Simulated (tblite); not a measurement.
Run record: tight-binding relaxation, `C1=CC=C(N2C=NN=C2)C=C1`.

Computed with GFN2-xTB geometry optimisation, gas phase (tblite 0.8.0). Start geometry: from a force field or distance geometry. The command runs a driver script over a list of jobs; the input below is this job's line of settings and its coordinates in Å.

Command:
```bash
OMP_NUM_THREADS=1 python probes_run.py task.json out
```

Input:
```
{"job": {"kind": "relax", "xc": "GFN2-xTB", "basis": "xTB"}, "charge": 0, "multiplicity": 1}
C      2.683000    -0.250000     0.225200
C      2.111500     0.553400    -0.770000
C      0.754100     0.659900    -0.839500
C     -0.059400    -0.017900     0.061400
N     -1.466100     0.146400    -0.078600
C     -2.365800     0.667200     0.771400
N     -3.553700     0.605300     0.138500
N     -3.402500     0.077000    -1.037800
C     -2.123200    -0.222000    -1.210800
C      0.473600    -0.824700     1.064400
C      1.849000    -0.930800     1.129200
H      3.765700    -0.345200     0.298100
H      2.701300     1.097300    -1.472900
H      0.312400     1.290400    -1.623400
H     -2.161200     1.064100     1.766000
H     -1.677300    -0.671400    -2.081900
H     -0.175200    -1.335500     1.748400
H      2.325000    -1.557200     1.900600
```

Output:
```
step      E/eV     max force
  0    -801.07351    2.210
  1    -801.22430    0.863
  2    -801.25400    0.566
  3    -801.27323    0.299
  4    -801.28134    0.209
  5    -801.28437    0.190
  6    -801.28826    0.152
  7    -801.29176    0.163
  8    -801.29381    0.127
  9    -801.29489    0.103
... (63 lines left out)
 73    -801.35031    0.026
 74    -801.35042    0.023
 75    -801.35053    0.024
 76    -801.35063    0.021
 77    -801.35071    0.023
 78    -801.35079    0.027
 79    -801.35087    0.023
 80    -801.35093    0.014
 81    -801.35097    0.012
 82    -801.35099    0.009
```

«max force» is the largest atomic force in eV/Å.

From which step on does the largest force stay under 0.1 eV/Å, and how much energy is left to gain from there?

From step 55 (0.070 eV/Å), 4.5 meV above the end.

In short: energy lowered by 6.4 kcal/mol over 82 steps; largest atomic force 0.009 eV/Å at the end.

Give the final coordinates.

0.332 Å rms from the input after alignment:
```
atom  x, y, z in Å
C1     2.6941   -0.2350    0.2679
C2     2.1601    0.3953   -0.8435
C3     0.7905    0.5202   -0.9843
C4    -0.0526    0.0037   -0.0063
N5    -1.4427    0.1255   -0.1444
C6    -2.3841    0.2935    0.8334
N7    -3.5698    0.3719    0.3168
N8    -3.4489    0.2455   -1.0153
C9    -2.1901    0.1079   -1.2896
C10    0.4813   -0.6333    1.1089
C11    1.8530   -0.7462    1.2420
H12    3.7638   -0.3274    0.3744
H13    2.8126    0.7975   -1.6032
H14    0.3743    1.0261   -1.8422
H15   -2.1569    0.3772    1.8758
H16   -1.7818   -0.0287   -2.2690
H17   -0.1768   -1.0459    1.8588
H18    2.2651   -1.2415    2.1080
```
Labels such as C1 count atoms from 1, the log's own numbers from 0.
